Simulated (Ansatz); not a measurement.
The cluster Mo2O6. Total charge 0; quintet. Geometry r2SCAN-D4/def2-SVP; atoms count from 1.

```xyz
8

Mo    0.2527    0.8226   -1.4206
Mo   -0.2527   -0.8226    1.4206
O     0.0132   -2.5189    1.5553
O    -0.7971   -0.0323    2.8508
O     1.0200    0.1827    0.2872
O    -1.0199   -0.1828   -0.2873
O    -0.0133    2.5189   -1.5551
O     0.7971    0.0325   -2.8509
```

In the def2 sets Mo takes a core potential; there is no spin–orbit coupling. At PBE0-D4/def2-TZVP a singlet of charge 0 lies 6.26 eV below the quintet, each at its own geometry. The structure comes from a short search, and lower isomers may exist.

Question: Estimate the Mulliken populations from the PBE0/def2-TZVP orbitals of Ansatz.

Answer: 
```csv
atom,charge (e),spin (α − β),d electrons
Mo1,1.67,0.80,3.78
Mo2,1.67,0.80,3.78
O3,-0.52,0.35,–
O4,-0.52,0.35,–
O5,-0.63,0.50,–
O6,-0.63,0.50,–
O7,-0.52,0.35,–
O8,-0.52,0.35,–
```
Mulliken values depend strongly on the basis.

Question: Where does the spin sit?

Answer: Summed by element: Mo 1.60, O 2.40, of 4 unpaired in all. Largest on single atoms: Mo1 0.80, Mo2 0.80, O5 0.50.

Question: And the Mayer bond orders between heavy atoms (over 0.3)?

Answer: Mo1–O5 0.61 (1.98 Å); Mo1–O6 0.61 (1.98 Å); Mo1–O7 1.70 (1.72 Å); Mo1–O8 1.70 (1.72 Å); Mo2–O3 1.70 (1.72 Å); Mo2–O4 1.70 (1.72 Å); Mo2–O5 0.61 (1.98 Å); Mo2–O6 0.61 (1.98 Å).
